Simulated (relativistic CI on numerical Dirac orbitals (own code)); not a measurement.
**Co+ in a cubic cluster: 2p photoemission with charge transfer**

Computed with a charge-transfer multiplet model of a cubic metal-ligand cluster with up to 2 ligand holes, Slater and spin-orbit integrals from Dirac-Coulomb-Breit ions, Slater integrals scaled by 0.9. The ground state mixes d8 with configurations of k ligand holes L, whose averages lie at kΔ + k(k − 1)U_dd/2; a core hole lowers each added d electron by U_cd. 20 K, Lorentzian 0.6 eV and Gaussian 0.8 eV FWHM.

Atomic integrals in eV (Slater integrals scaled, ζ unscaled), ground: F2dd 9.320, F4dd 5.741, zeta_d 0.056; with the core hole: F2dd 11.102, F4dd 6.898, zeta_d 0.084, zeta_core 9.670, F2cd 6.560, G1cd 4.914, G3cd 2.793.

Cluster parameters (eV): Δ = 8.1, U_dd = 7.7, U_cd = 9.7, 10Dq = 0.5, 10Dq(ligand) = 0.5, final-state hopping factor = 0.8.

Weights, n_d and S are thermal averages at 20 K. Binding energies count from the first peak over 30 % of the highest in each spectrum, which can be another peak from case to case. The parameters are a model scan and need not match a compound or its usual spin state. Peaks in eV (height, largest 100): 0.0 (100), 5.7 (23), 15.1 (48), 21.6 (16).

Task: Which parameters give this spectrum?
A. V(eg) = 2.9 eV, V(t2g) = -1.48 eV
B. V(eg) = 2 eV, V(t2g) = -1.02 eV
C. V(eg) = 1.7 eV, V(t2g) = -0.86 eV
D. V(eg) = 1.4 eV, V(t2g) = -0.71 eV
E. V(eg) = 2.3 eV, V(t2g) = -1.17 eV

Result: A. V(eg) = 2.9 eV, V(t2g) = -1.48 eV; the ground state then has 8.14 d electrons and S = 1.00. The choice follows from running the model for each set and comparing peak positions and heights.
